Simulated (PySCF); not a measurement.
Isomers of C8H20Ge, from PySCF, PBE0-D3(BJ)/def2-SVP geometry optimisation, gas phase. One conformer each, no zero-point energy, no frequencies.

Question: Which isomer lies lowest at this level?
A. `CCC[CH2][GeH2][CH2]CCC` (GeH2(nBu)2): A = 3043, B = 343.8, C = 326.1 MHz, dipole 0.77 D
B. Ge(tBu)2H2 (`[C]([GeH2][C](C)(C)C)(C)(C)C`): A = 1839, B = 786.2, C = 732.9 MHz, dipole 0.73 D
C. `[CH3:1][CH2:2][Ge:3]([CH2:4][CH3:5])([CH2:6][CH3:7])[CH2:8][CH3:9]` with C1–C2–Ge3–C4 179°, C2–Ge3–C4–C5 -178°, C2–Ge3–C6–C7 57°, C2–Ge3–C8–C9 -55°: A = 1140, B = 1125, C = 729.8 MHz, dipole 0.01 D

Answer: C. That is tetraethylgermane, `C[CH2][Ge]([CH2]C)([CH2]C)[CH2]C`, 8.3 kcal/mol below the next.

```
                            SMILES                                                       mapped SMILES       E (Eh)  relative (kcal/mol)  relative (kJ/mol)  dipole (D)
  C[CH2][Ge]([CH2]C)([CH2]C)[CH2]C  [CH3:1][CH2:2][Ge:3]([CH2:4][CH3:5])([CH2:6][CH3:7])[CH2:8][CH3:9]  -2392.79888                  0.0                0.0        0.01
    [H][Ge]([H])([CH2]CCC)[CH2]CCC                                                                   –  -2392.78568                  8.3               34.7        0.77
[H][Ge]([H])([C](C)(C)C)[C](C)(C)C                                                                   –  -2392.78523                  8.6               35.8        0.73
```
